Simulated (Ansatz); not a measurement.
Species: sum formula AlOBr (charge 0, singlet). 
Coordinates optimised at B3LYP-D3(BJ)/def2-TZVP (Ansatz, a quantum-chemistry and plane-wave program):
```
Al
O 1 1.5972
Br 1 2.2226 2 180.00
```
Charge 0, spin multiplicity 1.

Basis-set convergence of Hartree-Fock and CCSD(T) correlation energies (hartree) with Ansatz. Correlated levels leave the core frozen unless marked. No spin-orbit coupling. The frozen core is the preceding noble-gas configuration, with the filled d and f shells of earlier blocks. Non-relativistic.

| basis | functions | E(HF) | E(corr, CCSD(T)) | rough core time |
|---|---|---|---|---|
| def2-SVP | 64 | -2888.77302 | -0.39519 | under 20 s |
| def2-TZVPP | 121 | -2889.27700 | -0.50606 | under 20 s |
| def2-QZVPP | 216 | -2889.33674 | -0.54753 | 27 s |

Extrapolating the two largest sets (X = 3 and 4) as X^-3: E(corr) = (64·(-0.54753) - 27·(-0.50606))/37 = -0.5778 Eh, an estimate of the basis-set limit. The largest set recovers 94.8 % of it, the smallest 68.4 %.
